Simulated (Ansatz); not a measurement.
B₁₆N₁₆H₃₆, a nanocrystal cut from zinc blende BN (hydrogen-capped). Total charge 0; singlet. Geometry PBE-D4/def2-SVP.

```xyz
68

B     2.570    0.968    0.298
B     1.256   -0.369    2.244
B     0.661    2.677    0.169
B    -0.665    1.352    2.116
B     0.756   -2.905    2.016
B     1.992   -1.664    0.101
B     0.102    0.111   -0.032
B     0.797   -1.227   -2.147
B    -0.401   -2.430   -0.261
B     1.385    1.402   -1.936
B    -1.144    0.512   -2.275
B    -1.138   -1.132    1.887
B    -3.109    0.555    1.761
B    -2.347   -0.688   -0.389
B    -1.872    1.794   -0.155
B    -1.646   -2.023   -2.504
N     3.098   -0.473   -0.115
N     1.771   -1.715    1.645
N     2.419    0.722    1.861
N     0.318    2.603    1.720
N     1.174    1.284   -0.374
N    -0.071    0.034    1.532
N    -0.795    3.010   -0.375
N    -2.012    1.671    1.395
N     1.793    0.004   -2.573
N    -0.574   -2.472    1.298
N     0.659   -1.252   -0.594
N    -1.268    0.473   -0.722
N    -0.580   -0.853   -2.779
N    -1.761   -2.036   -0.936
N     0.002    1.608   -2.692
N    -2.484   -0.762    1.172
H     3.407    1.837    0.060
H     1.177   -0.388    3.465
H     1.449    3.589   -0.072
H    -0.765    1.352    3.336
H     0.615   -2.945    3.239
H     1.192   -3.962    1.557
H     2.486   -2.692   -0.346
H     1.277   -2.251   -2.617
H     0.011   -3.502   -0.689
H     2.192    2.281   -2.231
H    -2.176    0.843   -2.846
H    -1.289   -1.211    3.100
H    -3.222    0.491    2.986
H    -4.171    0.838    1.203
H    -3.422   -0.427   -0.915
H    -2.912    2.138   -0.703
H    -1.194   -3.087   -2.931
H    -2.718   -1.722   -3.031
H     3.896   -0.715    0.490
H     3.534   -0.514   -1.040
H     2.633   -2.013    2.121
H     3.303    0.331    2.217
H     2.344    1.577    2.419
H     1.133    2.663    2.336
H    -0.192    3.458    1.983
H    -1.164    3.815    0.151
H    -0.816    3.375   -1.331
H    -2.434    2.524    1.785
H     2.780   -0.242   -2.458
H     1.727    0.080   -3.598
H    -1.243   -3.220    1.521
H    -0.516   -0.858   -3.805
H    -2.441   -2.780   -0.733
H    -0.354    2.567   -2.668
H     0.160    1.482   -3.702
H    -3.170   -1.495    1.393
```

Single mean-field runs in def2-SVP are fitted with def2-universal-jkfit.

Estimate the orbital energies around the gap (eV) in Ansatz with PBE-D4/def2-SVP, r2SCAN-D4/def2-SVP, PBE0-D4/def2-SVP.


```json
{"orbital": "HOMO−9", "PBE-D4/def2-SVP": "-6.41", "r2SCAN-D4/def2-SVP": "-6.74", "PBE0-D4/def2-SVP": "-7.80"}
{"orbital": "HOMO−8", "PBE-D4/def2-SVP": "-6.41", "r2SCAN-D4/def2-SVP": "-6.74", "PBE0-D4/def2-SVP": "-7.80"}
{"orbital": "HOMO−7", "PBE-D4/def2-SVP": "-6.27", "r2SCAN-D4/def2-SVP": "-6.58", "PBE0-D4/def2-SVP": "-7.62"}
{"orbital": "HOMO−6", "PBE-D4/def2-SVP": "-6.27", "r2SCAN-D4/def2-SVP": "-6.58", "PBE0-D4/def2-SVP": "-7.62"}
{"orbital": "HOMO−5", "PBE-D4/def2-SVP": "-6.14", "r2SCAN-D4/def2-SVP": "-6.43", "PBE0-D4/def2-SVP": "-7.44"}
{"orbital": "HOMO−4", "PBE-D4/def2-SVP": "-5.44", "r2SCAN-D4/def2-SVP": "-5.77", "PBE0-D4/def2-SVP": "-6.80"}
{"orbital": "HOMO−3", "PBE-D4/def2-SVP": "-5.44", "r2SCAN-D4/def2-SVP": "-5.77", "PBE0-D4/def2-SVP": "-6.80"}
{"orbital": "HOMO−2", "PBE-D4/def2-SVP": "-5.24", "r2SCAN-D4/def2-SVP": "-5.54", "PBE0-D4/def2-SVP": "-6.58"}
{"orbital": "HOMO−1", "PBE-D4/def2-SVP": "-5.24", "r2SCAN-D4/def2-SVP": "-5.54", "PBE0-D4/def2-SVP": "-6.58"}
{"orbital": "HOMO", "PBE-D4/def2-SVP": "-5.07", "r2SCAN-D4/def2-SVP": "-5.38", "PBE0-D4/def2-SVP": "-6.40"}
{"orbital": "LUMO", "PBE-D4/def2-SVP": "-1.35", "r2SCAN-D4/def2-SVP": "-0.81", "PBE0-D4/def2-SVP": "-0.39"}
{"orbital": "LUMO+1", "PBE-D4/def2-SVP": "-0.81", "r2SCAN-D4/def2-SVP": "-0.22", "PBE0-D4/def2-SVP": "0.16"}
{"orbital": "LUMO+2", "PBE-D4/def2-SVP": "-0.81", "r2SCAN-D4/def2-SVP": "-0.22", "PBE0-D4/def2-SVP": "0.16"}
{"orbital": "LUMO+3", "PBE-D4/def2-SVP": "-0.52", "r2SCAN-D4/def2-SVP": "-0.02", "PBE0-D4/def2-SVP": "0.48"}
{"orbital": "LUMO+4", "PBE-D4/def2-SVP": "-0.35", "r2SCAN-D4/def2-SVP": "0.22", "PBE0-D4/def2-SVP": "0.64"}
{"orbital": "LUMO+5", "PBE-D4/def2-SVP": "-0.35", "r2SCAN-D4/def2-SVP": "0.22", "PBE0-D4/def2-SVP": "0.64"}
```
